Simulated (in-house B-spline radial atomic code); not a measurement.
# Response and correlation of Bi³⁺

Closed shell [Xe] 4f14 5d10 6s2. Computed with an all-electron radial atomic-structure program (B-spline basis): Dirac-Hartree-Fock, relativistic RPA (time-dependent Dirac-Hartree-Fock) for the response and second-order many-body perturbation theory for correlation, no-pair Dirac-Coulomb Hamiltonian, finite nucleus.

Command:
```bash
python run_mb.py task.json out
```
Settings (nuclear radius in fm, box in bohr, cutoff in hartree):
```
basis_form          2
Z                   83
core_configuration  [Xe] 4f14 5d10 6s2
rms_radius          5.5211
mass_number         209
speed_of_light      137.036
box_radius          14.844
lmax                7
intervals           63
virtual_cutoff      172225.0
```

Cost of the run: 29 s on 1 thread of Arm Neoverse V1, on a shared host.

```json
{"multipole (bohr³, bohr⁵, bohr⁷)": "dipole", "uncoupled": "11.941", "coupled RPA": "11.155"}
{"multipole (bohr³, bohr⁵, bohr⁷)": "quadrupole", "uncoupled": "22.938", "coupled RPA": "?"}
{"multipole (bohr³, bohr⁵, bohr⁷)": "octupole", "uncoupled": "150.71", "coupled RPA": "189.25"}
```

**Question.** What is the coupled quadrupole polarisability?

**Answer.** 28.323 atomic units, +23 % against the uncoupled value.

**Question.** Which subshells carry the dipole polarisability?

**Answer.** 6s1/2 87.4 %, 5d5/2 8.0 %, 5d3/2 4.8 %.

**Question.** What does the dipole shielding factor come to?

**Answer.** The dipole shielding factor is 0.962, against the exact N/Z = 80/83 = 0.964 of the non-relativistic theorem.

Dipole polarisability at imaginary frequency:

```json
{"u (Eh)": "0", "α(iu) (bohr³)": "11.15"}
{"u (Eh)": "0.16", "α(iu) (bohr³)": "10.24"}
{"u (Eh)": "0.4", "α(iu) (bohr³)": "7.621"}
{"u (Eh)": "0.8", "α(iu) (bohr³)": "4.777"}
{"u (Eh)": "1.2", "α(iu) (bohr³)": "3.4"}
{"u (Eh)": "1.6", "α(iu) (bohr³)": "2.602"}
{"u (Eh)": "2.4", "α(iu) (bohr³)": "1.694"}
{"u (Eh)": "3.2", "α(iu) (bohr³)": "1.195"}
{"u (Eh)": "4", "α(iu) (bohr³)": "0.8882"}
{"u (Eh)": "5.6", "α(iu) (bohr³)": "0.5498"}
{"u (Eh)": "8", "α(iu) (bohr³)": "0.3226"}
{"u (Eh)": "12", "α(iu) (bohr³)": "0.1745"}
{"u (Eh)": "16", "α(iu) (bohr³)": "0.1126"}
{"u (Eh)": "24", "α(iu) (bohr³)": "0.06008"}
{"u (Eh)": "40", "α(iu) (bohr³)": "0.02625"}
{"u (Eh)": "80", "α(iu) (bohr³)": "0.007834"}
```

**Question.** What dispersion coefficients follow for two such ions (the dispersion part alone)?

**Answer.** C6 = (3/π)∫α(iu)²du = 67.38 hartree·bohr⁶ and C8 = 1033 hartree·bohr⁸.

Lowest J = 1 odd-parity excitations:

| energy (eV) | oscillator strength | leading channel | weight |
| --- | --- | --- | --- |
| 7.4801 | 0.0589 | 6s1/2 → p1/2 | 0.891 |
| 13.11 | 1.59 | 6s1/2 → p3/2 | 0.856 |
| 26.36 | 0.0255 | 6s1/2 → p1/2 | 0.96 |
| 27.397 | 0.0318 | 6s1/2 → p3/2 | 0.931 |
| 28.307 | 0.00529 | 5d3/2 → p1/2 | 0.468 |
| 29.513 | 1.06 | 5d3/2 → p1/2 | 0.497 |
| 31.899 | 0.125 | 5d3/2 → p3/2 | 0.927 |
| 32.959 | 0.00323 | 6s1/2 → p1/2 | 0.975 |

For an outer ns² shell RPA puts the lowest triplet far too low, and second order misses the ns²-np² near-degeneracy.

Second-order correlation energy by the highest angular momentum of the excited pair (hartree): s -0.03413, p -0.3195, d -0.8428, f -1.869, g -1.477, h -0.5373, i -0.2472, k -0.1245.

**Question.** What is the second-order correlation energy at the partial-wave limit?

**Answer.** The listed waves sum to -5.4519 hartree; extrapolating the increments as (l + 1/2)⁻⁴ gives -5.7063 hartree, -1.94 eV per electron.
